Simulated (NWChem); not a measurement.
# AlN2H5O; SMILES [NH2][Al]([NH2])[OH]

```xyz
9

Al     0.0197     0.0037    -0.0005
O      1.6607     0.4707    -0.0009
H      2.4206    -0.1095     0.0136
N     -0.4828    -1.6978     0.0009
H      0.1393    -2.4966    -0.0153
H     -1.4440    -2.0178     0.0086
N     -1.1692     1.3129    -0.0003
H     -2.1760     1.2112    -0.0069
H     -0.9182     2.2940     0.0100
```
Atoms are numbered in this order, from 1.

Structure relaxed at the PBE0/def2-SVP level.

 States above −ε(HOMO) = 5.6 eV lie in this functional's continuum and hang on the basis.

Problem. List the 4 lowest vertical singlet excitations from PBE/def2-SVPD, TDA (NWChem).

Solution. 
```json
[
 {"state": "S1", "energy (eV)": "4.51", "oscillator strength": "0.000", "leading excitation (squared amplitude)": "HOMO → LUMO (1.00)"},
 {"state": "S2", "energy (eV)": "5.05", "oscillator strength": "0.042", "leading excitation (squared amplitude)": "HOMO−1 → LUMO (0.99)"},
 {"state": "S3", "energy (eV)": "5.96", "oscillator strength": "0.003", "leading excitation (squared amplitude)": "HOMO → LUMO+1 (0.99)"},
 {"state": "S4", "energy (eV)": "6.33", "oscillator strength": "0.025", "leading excitation (squared amplitude)": "HOMO−2 → LUMO (0.82)"}
]
```
